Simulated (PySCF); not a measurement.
sulfur difluoride (F$_{2}$S), singlet, geometry from GFN2-xTB; B3LYP/def2-SVP run with PySCF.

Here is a job for PySCF.
```python
from pyscf import gto, scf, dft

mol = gto.Mole()
mol.atom = '''
    F    -1.22261386   -0.51635383   -0.00299560
    S    -0.00426607    0.57046599   -0.00656447
    F     1.23019799   -0.49780793    0.01466578
'''
mol.basis = 'def2-svp'
mol.verbose = 4
mol.build()

mf = dft.RKS(mol)
mf.xc = 'b3lyp'
mf.diis = False
mf.damp = 0.3
mf.diis_start_cycle = 200
mf.max_cycle = 150
mf.kernel()
mf.analyze()
```

Output, abridged:

```
PySCF version 2.14.0

[INPUT] verbose = 4
[INPUT] num. atoms = 3
[INPUT] num. electrons = 34
[INPUT] charge = 0
[INPUT] spin (= nelec alpha-beta = 2S) = 0
[INPUT] symmetry False subgroup None
[INPUT] Mole.unit = angstrom
[INPUT] Symbol           X                Y                Z      unit          X                Y                Z       unit  Magmom
[...]
nuclear repulsion = 110.821003684029
number of shells = 20
number of NR pGTOs = 84
number of NR cGTOs = 46
basis = def2-svp
ecp = {}

******** <class 'pyscf.dft.rks.RKS'> ********
method = RKS
initial guess = minao
damping factor = 0.3
level_shift factor = 0
DIIS disabled
SCF conv_tol = 1e-09
SCF conv_tol_grad = None
SCF max_cycles = 150
direct_scf = True
direct_scf_tol = 1e-13
XC library pyscf.dft.libxc version 7.1.2
    S. Lehtola, C. Steigemann, M. J. T. Oliveira, and M. A. L. Marques,  SoftwareX 7, 1–5 (2018)
XC functionals = b3lyp
    P. J. Stephens, F. J. Devlin, C. F. Chabalowski, and M. J. Frisch,  J. Phys. Chem. 98, 11623 (1994)
radial grids:
    Treutler-Ahlrichs [JCP 102, 346 (1995); DOI:10.1063/1.469408] (M4) radial grids

becke partition: Becke, JCP 88, 2547 (1988); DOI:10.1063/1.454033
pruning grids: <function nwchem_prune>
grids dens level: 3
symmetrized grids: False
atomic radii adjust function: <function treutler_atomic_radii_adjust>
small_rho_cutoff = 0
Set gradient conv threshold to 3.16228e-05
Initial guess from minao.
tot grids = 47408
init E= -597.761367720668
[...]
cycle= 1 E= -597.446849248341  delta_E= 0.315  |g|= 0.706  |ddm|= 2.02
[...]
cycle= 2 E= -597.459854639265  delta_E= -0.013  |g|= 0.66  |ddm|= 0.86
[...]
cycle= 3 E= -597.473097353785  delta_E= -0.0132  |g|= 0.599  |ddm|= 0.787
[...]
cycle= 4 E= -597.480276927214  delta_E= -0.00718  |g|= 0.568  |ddm|= 0.723
[...]
cycle= 5 E= -597.490240423734  delta_E= -0.00996  |g|= 0.512  |ddm|= 0.667
[...]
cycle= 6 E= -597.495856663418  delta_E= -0.00562  |g|= 0.483  |ddm|= 0.615
[...]
cycle= 7 E= -597.502902015556  delta_E= -0.00705  |g|= 0.437  |ddm|= 0.567
[...]
cycle= 8 E= -597.507108370452  delta_E= -0.00421  |g|= 0.41  |ddm|= 0.523
[...]
cycle= 9 E= -597.512076732299  delta_E= -0.00497  |g|= 0.372  |ddm|= 0.482
[...]
cycle= 10 E= -597.515202819718  delta_E= -0.00313  |g|= 0.349  |ddm|= 0.445
[...]
cycle= 11 E= -597.518720048284  delta_E= -0.00352  |g|= 0.317  |ddm|= 0.411
[...]
cycle= 12 E= -597.521034978714  delta_E= -0.00231  |g|= 0.296  |ddm|= 0.379
[...]
[...]
cycle= 131 E= -597.536273080588  delta_E= 8.91e-08  |g|= 0.00243  |ddm|= 0.003
[...]
cycle= 132 E= -597.536272982902  delta_E= 9.77e-08  |g|= 0.00254  |ddm|= 0.00314
[...]
cycle= 133 E= -597.536272875834  delta_E= 1.07e-07  |g|= 0.00266  |ddm|= 0.00329
[...]
cycle= 134 E= -597.536272758456  delta_E= 1.17e-07  |g|= 0.00278  |ddm|= 0.00345
[...]
cycle= 135 E= -597.536272629811  delta_E= 1.29e-07  |g|= 0.00292  |ddm|= 0.00361
[...]
cycle= 136 E= -597.536272488776  delta_E= 1.41e-07  |g|= 0.00305  |ddm|= 0.00378
[...]
cycle= 137 E= -597.536272334202  delta_E= 1.55e-07  |g|= 0.0032  |ddm|= 0.00395
[...]
cycle= 138 E= -597.53627216475  delta_E= 1.69e-07  |g|= 0.00335  |ddm|= 0.00414
[...]
cycle= 139 E= -597.536271979023  delta_E= 1.86e-07  |g|= 0.0035  |ddm|= 0.00433
[...]
cycle= 140 E= -597.536271775423  delta_E= 2.04e-07  |g|= 0.00367  |ddm|= 0.00454
[...]
cycle= 141 E= -597.536271552269  delta_E= 2.23e-07  |g|= 0.00384  |ddm|= 0.00475
[...]
cycle= 142 E= -597.536271307643  delta_E= 2.45e-07  |g|= 0.00402  |ddm|= 0.00497
[...]
cycle= 143 E= -597.536271039517  delta_E= 2.68e-07  |g|= 0.00421  |ddm|= 0.00521
[...]
cycle= 144 E= -597.536270745598  delta_E= 2.94e-07  |g|= 0.00441  |ddm|= 0.00545
[...]
cycle= 145 E= -597.53627042344  delta_E= 3.22e-07  |g|= 0.00461  |ddm|= 0.00571
[...]
cycle= 146 E= -597.536270070296  delta_E= 3.53e-07  |g|= 0.00483  |ddm|= 0.00598
[...]
cycle= 147 E= -597.536269683217  delta_E= 3.87e-07  |g|= 0.00506  |ddm|= 0.00626
[...]
cycle= 148 E= -597.536269258912  delta_E= 4.24e-07  |g|= 0.00529  |ddm|= 0.00655
[...]
cycle= 149 E= -597.536268793831  delta_E= 4.65e-07  |g|= 0.00554  |ddm|= 0.00686
[...]
cycle= 150 E= -597.536268284022  delta_E= 5.1e-07  |g|= 0.0058  |ddm|= 0.00718
SCF not converged.
SCF energy = -597.536268284022
**** SCF Summaries ****
Total Energy =                        -597.536268284021503
Nuclear Repulsion Energy =             110.821003684028824
One-electron Energy =                -1048.188670239293970
Two-electron Energy =                  339.831398271243643
Two-electron Coulomb Energy =          386.441534750117057
DFT Exchange-Correlation Energy =      -46.610136478873422
HOMO-LUMO gap [eV] =                     5.046253706715160
**** MO energy ****
[...]
 ** Mulliken pop on meta-lowdin orthogonal AOs  **
 ** Mulliken pop  **
 ** Mulliken atomic charges  **
charge of    0F =     -0.35016
charge of    1S =      0.70325
charge of    2F =     -0.35309
Dipole moment(X, Y, Z, Debye): -0.03127,  1.59194, -0.01846
```

Convergence was not reached.
